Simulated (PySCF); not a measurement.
**Eu(NO2)3 at several levels of theory**

Computed with PySCF 2.14.0 (density fitting, no spin-orbit coupling) at the geometry relaxed with B3LYP:

```xyz
10
Eu(NO2)3 (singlet in the valence; each metal's 4f electrons, 6 of them, lie in its core potential, out of spins and levels)
Eu    0.0000    0.0000    0.0000
O     2.1494    0.0000    1.0501
O     2.1494    0.0000   -1.0501
N     2.8524    0.0000    0.0000
O    -1.0747    1.8614    1.0501
O    -1.0747    1.8614   -1.0501
N    -1.4262    2.4702    0.0000
O    -1.0747   -1.8614    1.0501
O    -1.0747   -1.8614   -1.0501
N    -1.4262   -2.4702    0.0000
```

```tsv
level	basis	state	HOMO (eV)	gap (eV)	charge on Eu1 (e)	population of f-type functions on Eu1 (polarisation alone where 4f lies in the core)	dipole about the centre of mass (D)	largest force component (eV/Å)
B3LYP	Eu lcecp-1-SVP with ECP52, O def2-SVP, N def2-SVP	singlet	-8.41	4.90	1.23	0.07	0.00	0.01
revPBE	the same	singlet	-6.90	2.76	1.10	0.07	0.00	1.01
B3LYP	Eu lcecp-1-TZVP with ECP52, O def2-TZVP, N def2-TZVP	singlet	-8.47	4.97	1.61	0.09	0.00	0.17
```

In the lcecp rows the 4f levels are missing from HOMO and gap, and the state counts the valence alone.

Charges are Mulliken's, which hang on the basis. The relaxation used the grid (50, 194), these runs (75, 302) or, all-electron (x2c bases, spin-free X2C Hamiltonian), (99, 590).

(1) A further run in the first row's basis gives HOMO (eV) -11.22, gap (eV) 10.25, charge on Eu1 (e) 1.33, population of f-type functions on Eu1 (polarisation alone where 4f lies in the core) 0.07, dipole about the centre of mass (D) 0.00, largest force component (eV/Å) 0.71. Which level was it?
A. BP86
B. wB97X
C. HF

A frequency check found unstable modes (3, the lowest at -40 cm⁻¹), so the relaxed geometry is a saddle point, or these are noise. An lcecp potential fixes the number of 4f electrons, so in runs with it no electron can move into or out of that shell.

Results:

(1) B. The others give HOMO -7.09 eV (BP86); -13.20 eV (HF).
